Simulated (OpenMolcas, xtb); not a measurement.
## AlNH2ClF (SMILES [NH2][Al]([F])[Cl]): methods side by side

AlNH2ClF has 6 atoms, charge 0, and is taken as a singlet. SMILES: `[NH2][Al]([F])[Cl]`. The coordinates come from a PBE0-D4/def2-TZVP relaxation.

Quantity: the vertical electron affinity (to the doublet anion), in eV. The values are calculated.

The electron affinity is E(neutral) − E(anion): positive where the electron is bound.

```
             level            kind     program  value (eV)  CPU time (all runs)
          GFN2-xTB  semi-empirical         xtb        4.00            under 2 s
    HF/aug-cc-pVDZ    Hartree–Fock  OpenMolcas       -0.65                 48 s
 SVWN5/aug-cc-pVDZ             LDA  OpenMolcas        0.17              1.8 min
revPBE/aug-cc-pVDZ             GGA  OpenMolcas       -0.02              2.4 min
 M06-L/aug-cc-pVDZ        meta-GGA  OpenMolcas       -0.62               11 min
  PBE0/aug-cc-pVDZ   global hybrid  OpenMolcas       -0.09              3.1 min
```

Where it was recorded, the anion's HOMO is positive in HF/aug-cc-pVDZ, SVWN5/aug-cc-pVDZ, revPBE/aug-cc-pVDZ, M06-L/aug-cc-pVDZ, PBE0/aug-cc-pVDZ: a fault of the level (basis or self-interaction), which says nothing on whether the real anion is bound. The values span -0.65 to 4.00 eV. The xTB values lack the empirical shift that such differences need. Negative values mean that the anion is unbound at that level; they are set by how diffuse the basis is and aren't properties of the molecule, whose anion may well be bound. CPU times are rough (shared hosts, several kinds of processor and program).
